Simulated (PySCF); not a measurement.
A mixed set of molecules.

All values: PBE0/def2-SVPD (PySCF) at GFN2-xTB geometries, gas phase, one conformer each. Core orbitals are frozen in the response; Δα² is half the sum of the squared differences of the principal polarisabilities.

(1) Rank by dipole moment, highest first.
A. `[CH3:1][O:2][c:3]1[cH:4][o:5][c:6]([F:7])[cH:8]1` with C1–O2–C3–C4 180°
B. `[O:1]=[CH:2][O:3][C@@H:4]1[CH:5]=[CH:6][C@@H:7]1[F:8]` with O1–C2–O3–C4 3°, C2–O3–C4–C5 -171°
C. `O=C([SiH3])C(F)(F)F`
D. `[O:1]=[CH:2][c:3]1[cH:4][c:5]2[o:6][cH:7][cH:8][c:9]2[o:10]1` with O1–C2–C3–C4 0°
E. `[CH2:1]=[CH:2][c:3]1[p:4][cH:5][o:6][c:7]1[CH3:8]` with C1–C2–C3–P4 0°
F. `[CH2:1]=[CH:2][C:3]1=[CH:4][P@H:5](=[O:6])[CH:7]=[CH:8]1` with C1–C2–C3–C4 -172°

(2) Rank by mean static polarisability, lowest first.
A. `C=CC1=C(C)OC=P1`
B. `O=CO[C@@H]1C=C[C@@H]1F`
C. `O=C([SiH3])C(F)(F)F`
D. `O=CC1=CC2=C(C=CO2)O1`

(3) Rank by HOMO–LUMO gap, lowest first.
A. `O=C([SiH3])C(F)(F)F`
B. `C=CC1=C(C)OC=P1`
C. `COC1=COC(F)=C1`
D. `C=CC1=C[P@H](=O)C=C1`
E. `[C@@H]1(OC=O)C=C[C@@H]1F`
F. `O=Cc1cc2occc2o1`

## Answers

(1) F (5.12 D), D (4.49 D), B (3.03 D), C (2.63 D), A (2.37 D), E (1.85 D).

(2) C (8.43 Å³), B (9.37 Å³), D (14.32 Å³), A (14.65 Å³).

(3) F (4.56 eV), D (4.70 eV), B (5.44 eV), A (5.60 eV), C (6.48 eV), E (7.43 eV).

All values together:

| SMILES | formula | μ (D) | HOMO (eV) | LUMO (eV) | α (Å³) | Δα (Å³) | electrons | α per electron (Å³) |
| --- | --- | --- | --- | --- | --- | --- | --- | --- |
| O=C([SiH3])C(F)(F)F | C2H3F3OSi | 2.63 | -8.04 | -2.44 | 8.43 | 2.17 | 64 | 0.132 |
| O=CO[C@@H]1C=C[C@@H]1F | C5H5FO2 | 3.03 | -8.20 | -0.77 | 9.37 | 3.10 | 60 | 0.156 |
| O=Cc1cc2occc2o1 | C7H4O3 | 4.49 | -6.70 | -2.14 | 14.32 | 14.68 | 70 | 0.205 |
| C=CC1=C[P@H](=O)C=C1 | C6H7OP | 5.12 | -7.16 | -2.46 | 14.37 | 10.56 | 66 | 0.218 |
| C=Cc1pcoc1C | C6H7OP | 1.85 | -6.48 | -1.04 | 14.65 | 8.45 | 66 | 0.222 |
| COc1coc(F)c1 | C5H5FO2 | 2.37 | -6.23 | 0.25 | 9.53 | 4.64 | 60 | 0.159 |

Conformers: `[O:1]=[CH:2][O:3][C@@H:4]1[CH:5]=[CH:6][C@@H:7]1[F:8]` with O1–C2–O3–C4 3°, C2–O3–C4–C5 -171°; `[O:1]=[CH:2][c:3]1[cH:4][c:5]2[o:6][cH:7][cH:8][c:9]2[o:10]1` with O1–C2–C3–C4 0°; `[CH2:1]=[CH:2][C:3]1=[CH:4][P@H:5](=[O:6])[CH:7]=[CH:8]1` with C1–C2–C3–C4 -172°; `[CH2:1]=[CH:2][c:3]1[p:4][cH:5][o:6][c:7]1[CH3:8]` with C1–C2–C3–P4 0°; `[CH3:1][O:2][c:3]1[cH:4][o:5][c:6]([F:7])[cH:8]1` with C1–O2–C3–C4 180°.

Task: How closely does the mean polarisability follow the number of electrons in this set?

Result: The correlation coefficient is 0.78; α per electron runs from 0.132 to 0.222 Å³.
